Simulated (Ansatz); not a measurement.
Coupled-cluster diagnostics for the cluster InSi₆⁻ (the lowest singlet isomer of a short search), Ansatz.

Geometry of the singlet (PBE0-D4/def2-SVPD):

```xyz
7

In   -0.1451   -1.0906    1.8396
Si    0.9320    1.3219    0.1061
Si    0.1990    1.1697   -2.1756
Si   -0.7575    1.5254    1.7605
Si   -1.3709    0.7725   -0.4031
Si    0.6796   -2.7965    0.0053
Si    0.4629   -0.9024   -1.1330
```

In the def2 sets In takes a core potential; there is no spin–orbit coupling. Correlated methods freeze 34 core orbitals; core or outer-core shells of In are correlated, in sets that lack core-valence functions. The structure comes from a short search, and lower isomers may exist.

(1) Estimate the CCSD(T) correlation energy, the shares of MP2 and (T), T1 and the reference's ⟨S²⟩ for: charge -1, singlet, own geometry in def2-SVPD; and the rough time on 4 threads of Arm Neoverse V2 on a shared host.

Answers

(1) 
```csv
state,basis,correlation (eV),MP2 share (%),(T) share (%),T1,⟨S²⟩ (pure),wall time,remarks
"charge -1, singlet, own geometry",def2-SVPD,-21.591,91.8,8.6,0.023,0.00 (0.00),52 s,"large T1 (0.023), restricted SCF unstable"
```
Customary marks for T1 are 0.02 (closed shells), 0.045 (open shells) and about 0.05 (3d metals). T1 exceeds 0.02 in 1 of 1 rows and 0.045 in 0; the higher it lies, the less the single-reference result can be trusted.
